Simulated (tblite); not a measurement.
C₅H₅N₂O (doublet state).
SMILES with atom numbers: `[OH:1][CH2:2][c:3]1[cH:4][c:5][n:6][cH:7][n:8]1` (hydrogens: H9 on O1; H10, H11 on C2; H12 on C4; H13 on C7)

The geometry is computed with GFN2-xTB (gas phase). This method treats the open shell by occupation alone, without spin polarisation.

**Question.** List the bond lengths, angles and torsions at this level.

**Answer.** 
| bond | length (bohr) |
| --- | --- |
| O1–C2 | 2.639 |
| C2–C3 | 2.846 |
| C3–C4 | 2.646 |
| C4–C5 | 2.599 |
| C5–N6 | 2.438 |
| N6–C7 | 2.497 |
| C7–N8 | 2.481 |
| C3–N8 | 2.506 |
| O1–H9 | 1.828 |
| C2–H10 | 2.090 |
| C2–H11 | 2.068 |
| C4–H12 | 2.035 |
| C7–H13 | 2.043 |

A selection of angles:
| angle | degrees |
| --- | --- |
| C2–O1–H9 | 107.7 |
| O1–C2–C3 | 113.2 |
| O1–C2–H10 | 110.6 |
| O1–C2–H11 | 107.5 |
| C3–C2–H10 | 107.2 |
| C3–C2–H11 | 110.4 |
| H10–C2–H11 | 107.9 |
| C2–C3–C4 | 121.8 |
| C2–C3–N8 | 116.6 |
| C4–C3–N8 | 121.6 |
| C3–C4–C5 | 114.1 |
| C3–C4–H12 | 121.7 |
| C5–C4–H12 | 124.2 |
| C4–C5–N6 | 123.7 |
| C5–N6–C7 | 119.0 |
| N6–C7–N8 | 122.8 |
| N6–C7–H13 | 118.9 |
| N8–C7–H13 | 118.3 |
| C3–N8–C7 | 118.9 |

Dihedral angles: O1–C2–C3–C4 158° (antiperiplanar); H9–O1–C2–C3 33° (synclinal). The mirror-image conformer, all signs reversed, is as good.

H9 on O1 lies 2.19 Å from N8, 4 bonds away (angle at H 111°; Bondi radii sum to 2.75 Å). C7 (carbon bonded to 2 N and H) is planar (angles 122.8°, 118.9° and 118.3°, sum 360.0°, 0.00 Å off the plane of its three neighbours). The 6-membered ring C3–C4–C5–N6–C7–N8 has internal angles of 114.1° to 123.7°; it is planar, 0.00 Å rms from its mean plane, widest ring torsion 1°. The 3 C–C bonds span 1.375 Å (C4–C5, aromatic) to 1.506 Å (C2–C3, drawn single), a spread of 0.131 Å. C4 (carbon bonded to 2 C and H) is planar (angles 124.2°, 121.7° and 114.1°, sum 360.0°, 0.00 Å off the plane of its three neighbours). N8 (nitrogen bonded to 2 C) is bent (angle 118.9°). The 4 C–N bonds span 1.290 Å (C5–N6, aromatic) to 1.326 Å (C3–N8, aromatic), a spread of 0.036 Å.

Point group: C1 (no symmetry element, even within 0.4 Å). Its GFN2-xTB frequencies are all real (lowest 62 cm⁻¹). Torsions: H–O1–C2–C3 33°, O1–C2–C3–C4 158°. 2 starts were optimised and ended at 0.00 and 0.18 kcal/mol (GFN2-xTB); the lowest of these is shown.
